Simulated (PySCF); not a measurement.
This PySCF input asks for the NMR shieldings of Aluminum trifluoride (SMILES [F][Al]([F])[F]); the geometry comes from PBE0-D3(BJ)/def2-TZVP.

```python
import basis_set_exchange as bse
import numpy as np
from pyscf import gto, dft
from pyscf.prop import nmr

atoms = """
F    -0.915757   -1.344473   -0.013942
Al    0.010694   -0.005392   -0.008155
F     1.634076   -0.141658   -0.010569
F    -0.687779    1.466576    0.000187
"""
names = dict.fromkeys(["F", "Al"], "pcSseg-2")
basis = {el: gto.basis.parse(bse.get_basis(n, elements=[el], fmt="nwchem")) for el, n in names.items()}
mol = gto.M(atom=atoms, basis=basis, charge=0, verbose=0)
mf = dft.RKS(mol, xc="PBE0")
mf.grids.level = 2
mf.grids.alignment = dft.numint.BLKSIZE   # the property module wants whole blocks of grid points
mf.conv_tol = 1e-9
mf.kernel()

calc = nmr.RKS(mf)   # GIAO
C = mf.mo_coeff
Co = C[:, mf.mo_occ > 0]
resp = mf.gen_response(singlet=True, hermi=2)
def vind(x):   # induced exchange potential for any number of trial vectors
    d = np.einsum("pi,xij,qj->xpq", C, 2 * x.reshape(-1, C.shape[1], Co.shape[1]), Co, optimize=True)
    return np.einsum("xpq,pi,qj->xij", resp(d - d.transpose(0, 2, 1)), C, Co, optimize=True).ravel()
mo1, _ = nmr.rhf.solve_mo1(calc, with_cphf=vind)
sigma = calc.kernel(mo1)
for i, s in enumerate(sigma):   # ppm
    print("%2d %-2s %9.2f" % (i, mol.atom_pure_symbol(i), np.trace(s) / 3))
```

Q: What are the results?

A: 
```
 0 F     391.43
 1 Al    502.19
 2 F     391.47
 3 F     391.48
```

These numbers come from an equivalent density-fitted implementation of the same equations, which agrees with the script to about 0.01 ppm for H and up to a few tenths of a ppm for heavy atoms, so last digits may differ.

Q: Turn these shieldings into chemical shifts. Chemical shifts δ = σref − σ; 19F (174.31 ppm) against CFCl3; AlH4- for 27Al (485.29 ppm), all at this level.

A: Averaging equivalent atoms: F 0/2/3: -217.2; Al 1: -16.9 ppm. Unscaled 19F shifts against computed CFCl3 carry errors that often reach 10 to 50 ppm.

Size and cost of the density-fitted run: 151 basis functions, 3.6 s wall time on 1 thread of an AMD EPYC 9R45 96-Core, shared host; peak memory 0.59 GiB.
